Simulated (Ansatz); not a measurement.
Compare A (`C=C(N)[SiH2][SiH3]`) with its isomer B (`CC1[SiH2]N1[SiH3]`).

Isolated molecules relaxed with PBE0-D4/def2-TZVP in Ansatz; ΔE leaves out vibrations. CBS: MP2 limit from def2 TZ/QZ plus the TZ coupled-cluster correction, frozen cores. DFT in def2-TZVPP. B3LYP here is the variant with VWN-RPA as its local correlation; programs differ in this. One conformer a species, not always the lowest.

Problem. Which is lower in electronic energy at CCSD(T)/CBS, and by how much? (Best estimate.)

Solution. Ansatz gave: B, by 11.4 kcal/mol.

Problem. Give E(B) − E(A) in kcal/mol with B3LYP, HF/def2-TZVPP, MP2/def2-TZVPP, PBE-D4, r2SCAN-D4, B2PLYP, ωB97M-V. (An estimate is asked.)

Solution. Ansatz gave: B3LYP -8.4, HF/def2-TZVPP -11.2, MP2/def2-TZVPP -15.4, PBE-D4 -6.5, r2SCAN-D4 -9.8, B2PLYP -11.0, ωB97M-V -12.2. None reverses the order clearly.

Largest T1 diagnostic: 0.013.

From PBE to PBE0 (25 % exact exchange), in def2-TZVPP and without D4, E(B) − E(A) moves by −2.6 kcal/mol.
